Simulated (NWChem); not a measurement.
C3H6O; SMILES C=COC

```xyz
10

C     -0.1035     1.8741     0.0040
C      0.3367     0.6146    -0.0044
O     -0.4870    -0.4504    -0.0055
C      0.1264    -1.7100    -0.0007
H     -1.1724     2.0974     0.0118
H      0.6110     2.6971     0.0024
H      1.4112     0.3826    -0.0123
H     -0.6731    -2.4624    -0.0028
H      0.7484    -1.8622     0.9000
H      0.7559    -1.8653    -0.8958
```
Atoms are numbered in this order, from 1.

Geometry: optimised at PBE0/def2-SVP.

 Unshifted, non-relativistic core excitations; the lowest 4 roots alone, so stronger bands may lie above.

### Question
List the first O K-edge excitations from BHandHLYP/6-311G** (spherical d), restricted-window TDA (NWChem).

### Answer
```csv
state,energy (eV),dipole oscillator strength,leading excitation (squared amplitude)
S1,533.7,0.0118,1s of atom 3 or its equivalents → LUMO (0.94)
S2,534.5,0.0277,1s of atom 3 or its equivalents → LUMO+7 (0.63)
S3,535.3,0.0027,1s of atom 3 or its equivalents → LUMO+1 (0.96)
S4,536.0,0.0271,1s of atom 3 or its equivalents → LUMO+6 (0.33)
```
